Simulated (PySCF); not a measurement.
A TDDFT job was run through a driver script with this input:

```
{"job": {"kind": "uv", "xc": "CAM-B3LYP", "basis": "def2-SVPD", "ip": true, "nstates": 10}, "charge": 0, "multiplicity": 1}
Hf     0.024667    -0.020544     0.001935
N     -0.021762    -0.029131     2.329912
H     -0.463024     0.820497     2.687450
H      0.924087    -0.068426     2.715569
H     -0.540020    -0.828016     2.700249
N      0.013598     0.031895    -2.326103
H      0.496791     0.855350    -2.689846
H     -0.949915     0.066708    -2.666042
H      0.452514    -0.796290    -2.732690
Cl     2.439261    -0.060107     0.038299
Cl    -2.394616     0.013410     0.001006
Cl     0.060691     2.397732     0.016359
Cl    -0.011632    -2.435196    -0.053898
```

Level of theory: TDDFT CAM-B3LYP/def2-SVPD, vertical, gas phase, core orbitals frozen in the response, def2 core potentials past Kr in PySCF. Job line and output are in the format of a driver script around the code.

Q: What does the script print for it, SCF cycles aside?

A: 
```
converged SCF energy = -2001.6562207102

Static polarisability (au): isotropic 121.486, principal 105.809 129.301 129.348

Singlet excitations
state   eV       nm        f      main configurations
  1   5.0872    243.7   0.00001   H->L 0.99
  2   5.0924    243.5   0.00001   H->L+1 0.99
  3   5.5107    225.0   0.00004   H-2->L 0.52, H-1->L+1 0.41
  4   5.5414    223.7   0.00004   H-1->L+1 0.36, H-2->L 0.26, H-1->L 0.18
  5   5.6155    220.8   0.00038   H-1->L 0.52, H-2->L 0.19, H-1->L+1 0.13
  6   5.6248    220.4   0.00380   H-2->L+1 0.66, H-1->L 0.23
  7   5.6426    219.7   0.00003   H->L+2 0.88
  8   5.8823    210.8   0.00144   H-3->L 0.49, H-2->L+2 0.42
  9   5.8856    210.7   0.00138   H-3->L+1 0.48, H-1->L+2 0.43
 10   6.1381    202.0   0.02851   H-4->L 0.32, H-3->L 0.32, H-2->L+2 0.16

Triplet excitations (Tamm-Dancoff, eV): 5.0213 5.0282 5.2605 5.4193
Vertical ionisation energy (delta-SCF) = 9.9400 eV
```

Geometry: PBE0-D3(BJ)/def2-SVP; no solvent, vibrations or thermal averaging. Atoms past krypton carry effective core potentials; spin–orbit coupling is left out.

The species is trans-Hf(NH3)2Cl4, `[NH3]->[Hf](<-[NH3])([Cl])([Cl])([Cl])[Cl]`.

H and L stand for HOMO and LUMO.

The vertical ionisation energy (ΔSCF) is 9.94 eV, 3.80 eV above S10.
